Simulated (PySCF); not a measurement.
Q: What does the GFN2-xTB structure of InChI=1S/CH13NSi4/c3-1-6-2(4)5/h1,6H2,3-5H3 look like in three dimensions?

A: 
```xyz
19
CH13NSi4 angstrom
Si     3.242   -0.438    0.681
C      1.476   -0.718    0.063
Si     0.272    0.640    0.586
N     -1.350    0.291    0.042
Si    -2.503    1.588    0.203
Si    -1.758   -1.248   -0.669
H      3.764    0.828    0.165
H      4.106   -1.530    0.215
H      3.266   -0.413    2.144
H      1.486   -0.793   -1.024
H      1.121   -1.681    0.429
H      0.685    1.924    0.004
H      0.241    0.758    2.052
H     -3.839    1.016    0.071
H     -2.258    2.584   -0.845
H     -2.327    2.197    1.521
H     -1.003   -1.435   -1.912
H     -1.439   -2.316    0.284
H     -3.190   -1.245   -0.956
```

Any rigid rotation of these coordinates is as good. Atoms count from 1 in this order. Si1 (SiH3 silicon) is tetrahedral (angles from 108.7° to 110.2°). Si5 (SiH3 silicon) is tetrahedral (angles from 107.8° to 110.8°). Si3 (SiH2 silicon) is tetrahedral (angles from 107.9° to 111.2°). N4 (nitrogen bridging silicon atoms) is planar (angles 122.7°, 121.4° and 115.9°, sum 360.0°, 0.02 Å off the plane of its three neighbours).

Bonds between heavy atoms (Å): Si1–C2 1.891, C2–Si3 1.889, Si3–N4 1.746, N4–Si5 1.742, N4–Si6 1.744.

Computed geometry: GFN2-xTB, gas phase.

Point group: C1 (no symmetry element, even within 0.4 Å). Whether it is a minimum is left open (no frequencies). One conformer, not necessarily the lowest (Si1–C2–Si3–N4 -178°, C2–Si3–N4–Si5 -169°).
